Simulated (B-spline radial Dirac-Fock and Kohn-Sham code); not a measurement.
## The Zn-like isoelectronic sequence (30 electrons), Z = 53 to 60

Method: multi-electron Dirac-Fock with separately optimised hole states, Breit and Lamb-shift corrections added in first order. Computed with a radial B-spline solver. Binding energies in eV, tabulated ground configurations ([Ar] 3d10 4s2 throughout). Electron correlation is not included.

```
  ion   2p1/2   2p3/2      3s   3p3/2  outermost level  NIST ionisation energy
 I²³⁺  5582.5  5286.5  1758.5  1558.7       762.3 (4s)                 762 ± 4
Xe²⁴⁺  5877.1  5555.3  1870.1  1660.1       817.8 (4s)                 818 ± 4
Cs²⁵⁺       ?       ?       ?       ?                ?                       ?
Ba²⁶⁺  6492.5  6113.9  2104.2  1872.5       934.6 (4s)                 935 ± 4
La²⁷⁺  6813.5  6403.6  2226.7  1983.3       995.9 (4s)                 995 ± 4
Ce²⁸⁺  7143.4  6700.3  2353.0  2097.4      1059.2 (4s)                1060 ± 4
Pr²⁹⁺  7482.5  7003.9  2482.9  2214.6      1124.5 (4s)                1124 ± 4
Nd³⁰⁺  7830.7  7314.6  2616.6  2334.9      1191.8 (4s)                1191 ± 4
```

Task: Fill in the row of Cs²⁵⁺.

Result: 2p1/2 6180.4, 2p3/2 5831.1, 3s 1985.4, 3p3/2 1764.7, outermost 875.2 (4s), NIST 875 ± 4 eV.

NIST's values are for the lowest levels; a dash marks a value that is missing or belongs to another shell. Their kind here: theoretical.
